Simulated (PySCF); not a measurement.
C3H5BF2O, SMILES CB(O)/C(F)=C\F.

Geometry optimised at PBE0-D3(BJ)/def2-SVP. The structure was generated by enumeration; whether it is a known compound was not checked. The values are those of a single conformer.

Calculation: PBE/def2-TZVP (PySCF).

Isolated molecule, no solvent.

| Quantity | Value |
|---|---|
| total energy | -416.83147 hartree |
| point group | Cs |
| highest occupied level | -6.06 eV |
| lowest empty level | -1.92 eV |
| orbital gap | 4.14 eV |
| dipole moment | 1.67 D |
| quadrupole, principal values (traceless, Buckingham form, about the centre of nuclear charge) | -10.61, -1.60, 12.21 D·Å |
| mean static polarisability | 56.9 bohr³ (8.44 Å³) |
| polarisability, principal values | 39.2, 57.8, 73.8 bohr³ |
